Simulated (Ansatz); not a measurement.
H2BNO, SMILES `N=BO` (charge 0, multiplicity 1).

Level of theory: Ansatz (a program for electronic structure) with frozen-core CCSDT(Q)/cc-pVTZ // B3LYP-D3(BJ)/def2-TZVP.

Ansatz 0.2 input:
```yaml
crystal:
  periodic: [false, false, false]
  atoms:
    - { symbol: N, position_ang: [-1.181833, 0.007922, 0.006752] }
    - { symbol: B, position_ang: [0.048388, 0.098269, -0.116293] }
    - { symbol: O, position_ang: [1.366592, 0.229432, -0.294117] }
    - { symbol: H, position_ang: [-2.163803, -0.052635, 0.111597] }
    - { symbol: H, position_ang: [1.930654, -0.282987, 0.292061] }
basis:
  gaussian: { orbitals: cc-pVTZ }
correlation:
  method: ccsdt_q
```

Output:

```
Functional definition: HF
1477 factors; integrals over basis functions are off by at most 1.6e-7 eV
mean field evaluation 1: about -4221.3142 eV, gradient 4.4e1 eV
mean field evaluation 2: about -4221.3169 eV, gradient 4.4e1 eV
mean field evaluation 4: about -4225.0605 eV, gradient 3.0e0 eV
mean field evaluation 8: about -4225.0963 eV, gradient 1.0e-1 eV
mean field evaluation 16: about -4225.0872 eV, gradient 1.5e0 eV
mean field -4225.09630070 eV, -155.2694251777 hartree, gradient 3.9e-6 eV, S^2 0.000000; 0 other end points of the search recorded, 0 dependent functions left out
3 core orbitals not correlated
reference -4225.09630070 eV, -155.2694251777 hartree; 8, 8 occupied and 107, 107 virtual orbitals, 1477 factors
second order -14.53878455 eV of doubles, -0.00000000 eV of singles
cycle   1  -14.34447244 eV  change    1.9e-1 eV  update   1.0e-1
cycle   2  -14.99923904 eV  change   -6.5e-1 eV  update   5.3e-2
cycle   3  -15.44542543 eV  change   -4.5e-1 eV  update   2.0e-2
cycle   4  -15.37187140 eV  change    7.4e-2 eV  update   6.4e-3
cycle   5  -15.34153268 eV  change    3.0e-2 eV  update   2.8e-3
cycle   6  -15.34731480 eV  change   -5.8e-3 eV  update   9.1e-4
cycle   7  -15.35055202 eV  change   -3.2e-3 eV  update   3.7e-4
cycle   8  -15.35040036 eV  change    1.5e-4 eV  update   1.5e-4
cycle   9  -15.35007421 eV  change    3.3e-4 eV  update   5.8e-5
cycle  10  -15.35022659 eV  change   -1.5e-4 eV  update   2.8e-5
cycle  11  -15.35012511 eV  change    1.0e-4 eV  update   1.4e-5
cycle  12  -15.35010964 eV  change    1.5e-5 eV  update   5.3e-6
cycle  13  -15.35010667 eV  change    3.0e-6 eV  update   2.4e-6
cycle  14  -15.35010662 eV  change    5.4e-8 eV  update   9.5e-7
cycle  15  -15.35010453 eV  change    2.1e-6 eV  update   4.7e-7
cycle  16  -15.35010476 eV  change   -2.3e-7 eV  update   2.0e-7
perturbative correction -0.03550831 eV, -0.0013049064 hartree
Total energy: -4240.48191378 eV, -155.8348360295 hartree
```
